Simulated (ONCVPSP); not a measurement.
**What one change does to a pseudopotential (Cl (Z = 17), ONCV)**

* Element: chlorine (Cl)
* Generator: ONCVPSP 4.0.1
* Type: optimised norm-conserving Vanderbilt (ONCV)
* Functional: PBE
* Relativity: scalar-relativistic
* Frozen core: [Ne]
* Valence charge: 7
* Reference configuration: 3s1.75 3p5.25
* Partial waves: 3s: rc 1.40 bohr, ncon 4, nbas 8, qcut 4.2 1/bohr, 2 projectors, debl 0.4 Ha; 3p: rc 1.25 bohr, ncon 3, nbas 6, qcut 7.5 1/bohr, 2 projectors, debl 2.6 Ha; d scattering state at 0.32 Ha: rc 1.15 bohr, ncon 4, nbas 7, qcut 9.8 1/bohr, 2 projectors, debl 3.4 Ha
* Local potential: polynomial inside 1.00 bohr (lpopt 1, dvloc0 0 Ha)
* Core correction: polynomial model core, fcfact 0.4

In the s channel the program set the typed energies aside and used -0.767, 0.250 Ha.

Change: functional LDA (Perdew-Zunger). In the s channel the program set the typed energies aside and used -0.767, 0.250 Ha.

Cutoffs: the cutoffs (Ha) at which the residual kinetic energy of the hardest occupied pseudo-wave falls to 1 and 0.1 mHa per electron; they do not see the model core or the augmentation charge, which bear on the density cutoff. Errors are all-electron minus pseudo energies relative to the spin-unpolarised reference configuration.

Q: How do hardness, ghosts and transferability respond?

A: The potential gets neither clearly harder nor softer (68 Ha and 88 Ha → 68 Ha and 88 Ha); of the 4 tests that both files solve, the error grows in 1 and shrinks in 0 by more than 15 % and 0.3 meV (median size 0.7 → 0.8 meV); neither file shows a bound ghost.

```csv
quantity,base,changed
"cutoff, loose",68 Ha,68 Ha
"cutoff, tight",88 Ha,88 Ha
loose cutoff by channel,"s 68 Ha, p 14 Ha","s 68 Ha, p 13 Ha"
bound ghosts,none,none
GHOST(+) flags under 300 eV,none,none
"error for 3s2 3p5, meV [ΔE -3.03 → -3.00 eV]",-0.3,-0.3
"error for 3s2 3p4, meV [ΔE 10.85 → 10.97 eV]",+1.0,+1.4
"error for 3s2 3p3, meV [ΔE 36.29 → 36.50 eV]",+16,+17
"error for 3s2 3p4.5, meV [ΔE 2.55 → 2.63 eV]",-0.4,-0.3
s: phases at 1.42 bohr within 0.05 rad from the reference energy up to (Ha; the scan ends near 5),to the end of the scan,5.0
p: phases at 1.27 bohr within 0.05 rad from the reference energy up to (Ha; the scan ends near 5),to the end of the scan,to the end of the scan
d: phases at 1.17 bohr within 0.05 rad from the reference energy up to (Ha; the scan ends near 5),to the end of the scan,to the end of the scan
"rms error of d²Exc/dni dnj with the model core, mHa",0.45,0.31
```
